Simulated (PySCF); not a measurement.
Radial density of Ti²⁺ (titanium, charge +2)

LC-wPBE, [Ar] 3d2, high-spin 3F determinant. All numbers are calculated (PySCF 2.14, the spin-free X2C one-electron Hamiltonian (Gaussian nucleus), in x2c-QZVPPall).

```
r (bohr)  4πr²ρ (e/bohr)  4πr²(ρα − ρβ)
 0.00112          0.1421         0.0000
 0.00189          0.3696         0.0000
 0.00318          0.9408         0.0000
 0.00534           2.313        -0.0001
 0.00899           5.357        -0.0003
  0.0151           11.20        -0.0006
  0.0254           19.65        -0.0010
  0.0428           25.92        -0.0017
  0.0719           23.08        -0.0027
   0.121           19.83        -0.0022
   0.203           27.50         0.0380
   0.342           19.38         0.2700
   0.576           7.909         0.8752
   0.968           10.08         1.3537
    1.63           3.235         0.8538
    2.74          0.2606         0.1852
    4.61        0.006499         0.0063
```

Densities and radii are taken from the X2C orbitals without a picture-change correction, which distorts them close to the nucleus.

**Question.** Where is the radial spin density 4πr²(ρα − ρβ) most negative, and why is it negative at all?

**Answer.** Around r = 0.0719 bohr, down to -0.0027 e/bohr: exchange with the open shell polarises the paired shells in an unrestricted calculation.
